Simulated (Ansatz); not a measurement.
Cost and result up the ladder for Si8H6 (14 atoms). Total charge 0; singlet. Geometry: PBE-D4/def2-SVP.

```xyz
14

Si    0.546    1.202    1.214
Si   -0.205   -0.981    1.305
Si   -0.739    2.153   -0.838
Si   -0.992    2.933    1.397
Si    1.071   -2.720    0.424
Si   -2.099    0.894   -2.259
Si   -0.833   -0.467   -0.927
Si    0.847   -1.922   -1.595
H     0.323    2.911   -1.602
H     1.395   -2.312   -2.940
H    -1.322   -1.263    2.271
H     2.097   -3.582    1.111
H    -2.054    1.863    1.728
H     1.965    1.291    0.710
```

Ansatz on 4 threads of Arm Neoverse V1 on a shared host. Times are rough, and most runs start from the orbitals of an earlier one. No level here is sound enough to serve as a yardstick. Binding counts from free atoms at the same level (Si triplet, H doublet; other spins of the atoms weren't run), without zero-point energy or a counterpoise term.

Correlated methods freeze 40 core orbitals. The rows differ in basis, and correlated rows in double-zeta sets carry the largest basis error. Another isomer (singlet) lies 0.70 eV lower at PBE0-D4/def2-TZVP; other spin states weren't run for this one.

Correlated methods converge slowly with the basis, most of all in double-zeta sets.

```json
{"level": "PBE-D4/def2-TZVP (with forces)", "functions": "332", "wall time": "9.5 s"}
{"level": "r2SCAN-D4/def2-TZVP", "functions": "332", "wall time": "17 s"}
{"level": "PBE0-D4/def2-TZVP", "functions": "332", "wall time": "22 s"}
{"level": "CAM-B3LYP-D4/def2-TZVP", "functions": "332", "wall time": "25 s"}
{"level": "CCSD(T)/def2-SVP", "functions": "174", "wall time": "41 s"}
{"level": "ωB97X-V/def2-TZVP", "functions": "332", "wall time": "46 s"}
```

**Question.** Estimate what each level gives for the binding energy per atom (eV).

**Answer.** 
```tsv
level	binding energy per atom (eV)	remarks
PBE-D4/def2-TZVP (with forces)	3.13	restricted SCF unstable in HF
r2SCAN-D4/def2-TZVP	3.10	restricted SCF unstable in HF
PBE0-D4/def2-TZVP	3.08	restricted SCF unstable in HF
CAM-B3LYP-D4/def2-TZVP	2.95	restricted SCF unstable in HF
CCSD(T)/def2-SVP	2.74	large T1 (0.027), restricted SCF unstable
ωB97X-V/def2-TZVP	3.05	restricted SCF unstable in HF
```
